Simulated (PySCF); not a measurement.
Members of one family of related compounds. Method used: TDDFT PBE0/def2-SVPD, vertical, gas phase, core orbitals frozen in the response in PySCF 2.14.0, density-fitted response routines. Geometries: PBE0-D3(BJ)/def2-SVP; one conformer of each isolated species. Triplets are in the Tamm–Dancoff approximation. 'Strongest' means the level of largest summed f among the lowest 10 singlets; it needn't be the same kind of state in each.

Question: Rank by computed lowest singlet excitation energy, highest first.
A. `CC(C)OC1C[SiH2]C1`
B. `N#CCC1C[SiH2]C1`
C. `C1=CN(C2C[SiH2]C2)C=C1`
D. `[SiH3]N([SiH3])C1C[SiH2]C1`

Answer: B (7.17 eV), A (6.72 eV), D (5.76 eV), C (5.57 eV).

```json
{"SMILES": "N#CCC1C[SiH2]C1", "S1 (eV)": "7.17", "first f ≥ 0.01 (nm)": "173", "α (au)": "87.9", "gap (eV)": "8.49", "f (strongest)": "0.10", "f (S1)": "0.012", "S1 mainly": "H→L (96%)"}
{"SMILES": "CC(C)OC1C[SiH2]C1", "S1 (eV)": "6.72", "first f ≥ 0.01 (nm)": "185", "α (au)": "104.8", "gap (eV)": "7.67", "f (strongest)": "0.09", "f (S1)": "0.057", "S1 mainly": "H→L+1 (48%)"}
{"SMILES": "[SiH3]N([SiH3])C1C[SiH2]C1", "S1 (eV)": "5.76", "first f ≥ 0.01 (nm)": "200", "α (au)": "123.4", "gap (eV)": "7.06", "f (strongest)": "0.07", "f (S1)": "0.002", "S1 mainly": "H→L (95%)"}
{"SMILES": "c1ccn(C2C[SiH2]C2)c1", "S1 (eV)": "5.57", "first f ≥ 0.01 (nm)": "204", "α (au)": "113.8", "gap (eV)": "6.25", "f (strongest)": "0.15", "f (S1)": "0.003", "S1 mainly": "H→L (98%)"}
```

H and L stand for HOMO and LUMO.

- `N#CCC1C[SiH2]C1`: Löwdin shares by element: HOMO carbon 44% or more, silicon 18% (atoms not listed hold the other 38%); LUMO silicon 36%, hydrogen 24% or more, carbon 10% or more (atoms not listed hold the other 30%).
- `CC(C)OC1C[SiH2]C1`: Löwdin shares by element: HOMO oxygen 50%, carbon 26% or more (atoms not listed hold the other 24%); LUMO silicon 35%, hydrogen 24% or more, carbon 10% or more (atoms not listed hold the other 30%).
- `[SiH3]N([SiH3])C1C[SiH2]C1`: Löwdin shares by element: HOMO nitrogen 48%, silicon 15% or more, carbon 9% or more (atoms not listed hold the other 28%); LUMO silicon 38% or more, hydrogen 12% or more (atoms not listed hold the other 50%).
- `c1ccn(C2C[SiH2]C2)c1`: Löwdin shares by element: HOMO carbon 83% or more (atoms not listed hold the other 17%); LUMO silicon 36%, hydrogen 24% or more, carbon 10% or more (atoms not listed hold the other 30%).
